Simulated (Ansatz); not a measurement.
The same path of CH₆AlNSi (10 atoms, charge 0, multiplicity 1) was run twice with different band settings. Lost on the way: Si2–Al4, Si2–H8. Made: Al4–H8.

Level of theory: Ansatz 0.2.0, RKS CAM-B3LYP-D4/def2-SVP.

Relaxed end points:

```xyz
10
Properties=species:S:1:pos:R:3
C -1.628 0.263 -0.361
Si 0.003 -0.650 -0.156
N 1.164 0.051 0.996
Al 2.135 0.157 -0.488
H -2.188 -0.137 -1.220
H -2.259 0.135 0.534
H -1.471 1.339 -0.523
H -0.334 -2.088 0.091
H 1.090 0.200 1.998
H 3.572 0.679 -0.868
```

```xyz
10
Properties=species:S:1:pos:R:3
C -1.593 0.544 -0.472
Si -1.237 -0.519 1.073
N 0.492 -0.726 1.000
Al 1.866 -0.250 -0.069
H -2.377 0.043 -1.066
H -2.049 1.492 -0.134
H -0.751 0.784 -1.137
H 3.299 -0.740 0.379
H 0.805 -1.283 1.798
H 1.629 0.605 -1.369
```

Common settings: spring 5.0 eV/Å²; optimiser quadratic models (default); start path through a guess of the saddle point; force threshold 0.05 eV/Å; iteration limit 60; end points relaxed.

| run | movable images | climbing image |
| --- | --- | --- |
| 1 | 9 | yes |
| 2 | 6 | no |

(1) What does each run give, and how far can it be trusted?

## Answers

(1) Run 1: converged after 50 iterations, highest image 1.701 eV above the first end. The profile has 3 maxima (images 2, 5, 8) with wells between them (images 4, 7): this band takes more than one step, which may be the mechanism or a detour left from its start path. Neighbouring images differ by up to 1.3 eV, so the band resolves the path poorly. A vibrational analysis at the climbing image gives one clearly imaginary mode, 743i cm⁻¹: a first-order saddle point.
Run 2: converged after 24 iterations, highest image 0.817 eV above the first end. Beside the main top the profile has a ripple of under 15 meV (maxima at images 1, 5), which may be a very shallow well or noise. No image climbed, so the highest image needn't sit at the top of the path. A band with more images between the same ends climbed to 1.70 eV, so this one has probably stepped over the top.
The orbitals stay closed-shell, which can raise the energy where a bond breaks towards radicals; this wasn't checked here.
